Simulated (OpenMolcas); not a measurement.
# Levels of Li by method

| Property | Result |
| --- | --- |
| Program | OpenMolcas |
| Basis | ANO-RCC-VTZP [4s3p2d1f] |
| Scalar Hamiltonian | DKH2, point nucleus |
| Active space | 1 electron in 8 orbitals (2s 2p 3s 3p) |
| State averaging | 2S+1 = 2 even, 1 root; 2S+1 = 2 odd, 3 roots |
| Spin-orbit coupling | RASSI with atomic mean-field integrals over the reference wave functions, term energies averaged over their components |

Methods on the same reference wave functions:
A. CASSCF
B. SS-CASPT2, IPEA 0.25 Eh, imaginary shift 0.1 Eh (closed shells correlated: 1s)

Energies in cm-1 above 2s 2S 1/2, the measured ground level; measured values from NIST Handbook of Basic Atomic Spectroscopic Data.

```tsv
Level	A	B	Measured
2s 2S 1/2	0.0	0.0	0.0
2p 2P* 1/2	14851	14870	14904
2p 2P* 3/2	14851	14870	14904
```

Deviations, from unrounded energies. A percentage is the sum of absolute deviations over the sum of measured energies, with the sign that they share, or ± where signs differ.

| Against measurement | Levels | A | B |
| --- | --- | --- | --- |
| mean absolute deviation (cm-1) | 2 | 53 | 34 |
| other configurations (%) | 2 | -0.4 | -0.2 |

B lies closest to measurement on these levels. The largest miss of B in the table is 2p 2P* 3/2, by -34 cm-1. The ranking rests on the paired levels alone, and a cruder setting can come out closer through cancelling errors.

The lowest spin-free term lies below A's lowest term by 0.031 hartree in B.

With one active electron outside closed inactive shells, the extra shells (3p 3s) add no correlation to the reference. ANO sets are built for ground and valence states and can reach diffuse excited orbitals poorly. With one active electron the reference holds no correlation, so core polarisation is missing (holds for A). With one active electron, CASPT2 adds the correlation within the correlated inactive shells and between them and that electron, and leaves the splitting within a term as the reference gives it (holds for B). Computed and measured levels are paired by configuration, term and J; levels that our copy of the source lacks, or whose pairing is in doubt (as where it misses far off the trend of its configuration), stay unpaired and out of the deviations. Levels of configurations outside the active space are missing.

* marks odd parity.
